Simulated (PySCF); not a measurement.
In(H)(vinyl)(NH2) (C2H6InN), SMILES [InH]([CH]=C)[NH2].

The structure is a stationary point at r2SCAN-D4/def2-SVP. The structure was generated by enumeration; whether it is a known compound was not checked. The def2 effective core potentials stand for the cores of In; spin–orbit coupling is left out. Other conformers were not sampled.

Computed with PySCF 2.14.0 with TDDFT-B3LYP/def2-SVPD.

Vertical excitations. 

```json
[
 {"state": "S1", "energy (eV)": "4.53", "λ (nm)": "274", "f": "0.055", "main pairs": "HOMO→LUMO 98 %"},
 {"state": "S2", "energy (eV)": "5.02", "λ (nm)": "247", "f": "0.001", "main pairs": "HOMO−1→LUMO 95 %"},
 {"state": "S3", "energy (eV)": "5.18", "λ (nm)": "239", "f": "0.044", "main pairs": "HOMO→LUMO+1 95 %"},
 {"state": "S4", "energy (eV)": "5.74", "λ (nm)": "216", "f": "0.068", "main pairs": "HOMO−2→LUMO 86 %"},
 {"state": "S5", "energy (eV)": "6.01", "λ (nm)": "206", "f": "0.013", "main pairs": "HOMO→LUMO+3 69 %, HOMO→LUMO+2 24 %"},
 {"state": "S6", "energy (eV)": "6.14", "λ (nm)": "202", "f": "0.017", "main pairs": "HOMO−3→LUMO 90 %"},
 {"state": "S7", "energy (eV)": "6.19", "λ (nm)": "200", "f": "0.041", "main pairs": "HOMO→LUMO+2 58 %, HOMO→LUMO+3 27 %"},
 {"state": "S8", "energy (eV)": "6.44", "λ (nm)": "193", "f": "0.042", "main pairs": "HOMO−2→LUMO+1 83 %"},
 {"state": "S9", "energy (eV)": "6.51", "λ (nm)": "191", "f": "0.017", "main pairs": "HOMO→LUMO+4 83 %"},
 {"state": "S10", "energy (eV)": "6.53", "λ (nm)": "190", "f": "0.065", "main pairs": "HOMO−1→LUMO+1 79 %"},
 {"state": "T1", "energy (eV)": "3.70", "λ (nm)": "335", "f": "0", "main pairs": "HOMO→LUMO 91 %"},
 {"state": "T2", "energy (eV)": "4.17", "λ (nm)": "298", "f": "0", "main pairs": "HOMO−2→LUMO 68 %, HOMO−2→LUMO+2 16 %"},
 {"state": "T3", "energy (eV)": "4.64", "λ (nm)": "267", "f": "0", "main pairs": "HOMO−1→LUMO 95 %"},
 {"state": "T4", "energy (eV)": "4.75", "λ (nm)": "261", "f": "0", "main pairs": "HOMO→LUMO+1 93 %"}
]
```
Triplets are in the Tamm–Dancoff approximation, which puts them higher than full response would, so one can lie above its singlet here.
